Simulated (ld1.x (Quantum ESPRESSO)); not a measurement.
# zirconium (Zr): variants of one TM potential

Base potential:

Zr, norm-conserving Troullier–Martins (Kleinman–Bylander form), made with ld1.x (Quantum ESPRESSO) 7.5 (LDA (PZ), scalar-relativistic). Core [Ar] 3d10, reference 4s2 4p6 4d2.5 5s1.5 5p0. Waves: 4p (bound): rc 2.20 bohr; 4d (bound): rc 2.75 bohr; 4s (bound): rc 1.30 bohr. Local part: the s channel. Core correction: Bessel-smoothed model core, default radius (core density twice the valence density).

Occupied shells without a wave of their own: 5s. They enter only through the test configuration that unscreens the potential, and ld1.x also counts them in the model core charge.

All-electron outer shells of the reference configuration (LDA (PZ), scalar-relativistic, ld1.x):

| shell | level (eV) | outermost node (bohr) | outermost maximum (bohr) |
| --- | --- | --- | --- |
| 3p | -316.05 | 0.18 | 0.40 |
| 3d | -173.75 | – | 0.35 |
| 4s | -53.41 | 0.55 | 1.08 |
| 4p | -31.46 | 0.56 | 1.17 |
| 5s | -4.29 | 1.47 | 3.15 |
| 4d | -3.06 | 0.58 | 1.63 |
| 5p | -1.40 | 1.71 | 4.26 |

Cutoffs, loose and tight: the cutoffs (Ry, on a coarse ladder) from which the occupation-weighted sum of valence levels, in a spherical-Bessel basis at the reference potential, stays within 10 and 1 mRy of its value at 400 Ry. They do not see the model core or the augmentation charge, which bear on the density cutoff. Test errors are all-electron minus pseudo excitation energies from the reference, over the configurations 4s2 4p6 4d2 5s2 5p0; 4s2 4p6 4d2 5s1 5p0; 4s2 4p6 4d2 5s0 5p0; 4s2 4p6 4d2 5s1.5 5p0; 4s2 4p6 4d2 5s0 5p2; 4s2 4p6 4d2 5s0 5p1; 4s2 4p6 4d3 5s0 5p0 (two spin-polarised tests are not counted in the largest error). A dash means not determined; rows that change the core or the reference have their own tests.

With those shells counted twice in exchange and correlation these files are broken, and their errors move erratically; no question is asked of them.

| change | outcome | cutoff, loose | cutoff, tight | bound ghosts | largest test error (meV) |
| --- | --- | --- | --- | --- | --- |
| base | generated | 80 Ry | 140 Ry | none | -615 |
| all radii but the core radius scaled by about 0.77 (s 1.00, p 1.68, d 2.12 bohr) | generated | 100 Ry | 230 Ry | none | -603 |
| all radii but the core radius scaled by about 0.87 (s 1.14, p 1.92, d 2.40 bohr) | generated | 80 Ry | 160 Ry | none | -562 |
| all radii but the core radius scaled by about 0.92 (s 1.20, p 2.04, d 2.54 bohr) | generated | 80 Ry | 140 Ry | none | -569 |
| all radii but the core radius scaled by about 1.12 (s 1.46, p 2.46, d 3.06 bohr) | generated | 60 Ry | 110 Ry | none | -841 |
| all radii but the core radius scaled by about 1.22 (s 1.58, p 2.68, d 3.36 bohr) | generated, misses its reference levels by 0.25 eV | 55 Ry | 80 Ry | none | -1131 |
| all radii but the core radius scaled by about 1.30 (s 1.70, p 2.86, d 3.58 bohr) | generated, misses its reference levels by 0.42 eV | 45 Ry | 60 Ry | none | -1599 |
| all radii but the core radius scaled by about 1.36 (s 1.76, p 2.98, d 3.74 bohr) | generated, misses its reference levels by 0.49 eV | 40 Ry | 60 Ry | none | -1805 |

Reading the sweep of the scale of all radii but the core radius (base = 1) (base included, trends over the rows without a ghost): The loose cutoff falls from 100 Ry at 0.77 to 40 Ry at 1.36. A larger radius leaves more room for a smooth pseudo-wave, so fewer plane waves are needed; a smaller one forces it to follow the all-electron wave where it bends sharply. The median size of the test errors (rows with all tests solved) rises from 93.8 meV at 0.77 to 794.9 meV at 1.36. More of the atom is replaced by a form fitted at one configuration, so other configurations suffer as the radius grows.
